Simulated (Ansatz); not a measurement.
Si2Au2, relaxed as a quintet with UKS r2SCAN-D4/def2-SVP in Ansatz, starting from the r2SCAN-D4/def2-SVP geometry of the neutral singlet. Force threshold 0.02 eV/Å.

In the def2 sets Au takes a core potential; there is no spin–orbit coupling. At r2SCAN-D4/def2-SVP a singlet of charge 0 lies 2.47 eV below the quintet, each at its own geometry. The structure comes from a short search, and lower isomers may exist.

Start:

```tsv
atom	x (Å)	y (Å)	z (Å)
Au1	0.273	-1.428	-1.019
Au2	-1.357	1.141	0.103
Si3	1.054	0.826	-0.361
Si4	0.030	-0.539	1.277
```

```json
{"step": "1", "energy (eV)": "-23135.3933", "largest force component (eV/Å)": "1.576", "SCF passes": "143"}
{"step": "2", "energy (eV)": "-23135.9760", "largest force component (eV/Å)": "0.837", "SCF passes": "75"}
{"step": "3", "energy (eV)": "-23136.4413", "largest force component (eV/Å)": "0.647", "SCF passes": "69"}
{"step": "4", "energy (eV)": "-23136.7474", "largest force component (eV/Å)": "0.454", "SCF passes": "111"}
{"step": "5", "energy (eV)": "-23136.9651", "largest force component (eV/Å)": "0.448", "SCF passes": "137"}
{"step": "6", "energy (eV)": "-23137.0077", "largest force component (eV/Å)": "0.211", "SCF passes": "137"}
{"step": "7", "energy (eV)": "-23137.0210", "largest force component (eV/Å)": "0.148", "SCF passes": "147"}
{"step": "8", "energy (eV)": "-23137.0238", "largest force component (eV/Å)": "0.027", "SCF passes": "132"}
{"step": "9", "energy (eV)": "-23137.0238", "largest force component (eV/Å)": "0.002", "SCF passes": "117"}
```

Force components are those of the run's own axes.

End:

```xyz
4

Au    1.007   -1.587   -0.693
Au   -1.006    1.586    0.693
Si    0.564    0.753   -0.903
Si   -0.565   -0.753    0.903
```

By distances, no bond broke or formed. The bond that changes most is Si3–Si4, from 2.36 to 2.61 Å (atoms count from 1).

No frequencies were taken in this run, so the end may be a saddle point.

Run time 5.9 min (4 threads of Arm Neoverse N1 on a shared host).
